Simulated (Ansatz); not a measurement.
One change: `O[Si](F)([SiH3])I` becomes `C[Si](O)(F)[SiH3]`.

Ansatz, PBE0-D4/def2-TZVP geometries, multiplicity 1. Each molecule was computed in one conformer, which needn't be the lowest.

Elements past krypton have def2 core potentials.  Spin–orbit coupling is left out; it splits and shifts lone-pair levels of the heavy atoms by tenths of an eV.

```json
{"property": "LUMO energy (PBE/def2-TZVPP) / eV", "`O[Si](F)([SiH3])I`": "-1.48"}
{"property": "LUMO energy (B3LYP/def2-TZVPP) / eV", "`O[Si](F)([SiH3])I`": "-0.84"}
{"property": "HOMO–LUMO gap (B3LYP/def2-TZVPP) / eV", "`O[Si](F)([SiH3])I`": "6.78"}
{"property": "HOMO energy (PBE0/def2-TZVPP) / eV", "`O[Si](F)([SiH3])I`": "-7.87"}
{"property": "size of the dipole moment (PBE/def2-TZVPP) / D", "`O[Si](F)([SiH3])I`": "1.00"}
{"property": "HOMO–LUMO gap (PBE/def2-TZVPP) / eV", "`O[Si](F)([SiH3])I`": "5.26"}
```

Give the same properties after the change, and the shifts. (Estimate.)

Computed: 
```tsv
property	`C[Si](O)(F)[SiH3]`	shift
LUMO energy (PBE/def2-TZVPP) / eV	-0.68	0.80
LUMO energy (B3LYP/def2-TZVPP) / eV	-0.04	0.80
HOMO–LUMO gap (B3LYP/def2-TZVPP) / eV	7.80	1.02
HOMO energy (PBE0/def2-TZVPP) / eV	-8.03	-0.16
size of the dipole moment (PBE/def2-TZVPP) / D	2.08	1.08
HOMO–LUMO gap (PBE/def2-TZVPP) / eV	6.13	0.87
```

With PBE0 the HOMO falls by 0.16 eV and the LUMO rises by 0.85 eV, so the gap widens by about 1.01 eV. PBE moves the HOMO by -0.07 eV and ωB97M-V by -0.17 eV. The zero-point energy changes by 93.2 kJ/mol with +9 modes. Dipoles are sizes alone; their direction can turn.

Positive LUMOs are unbound, so they and the gaps depend on the basis.

B3LYP here is the variant with VWN-RPA as its local correlation; programs differ in this.
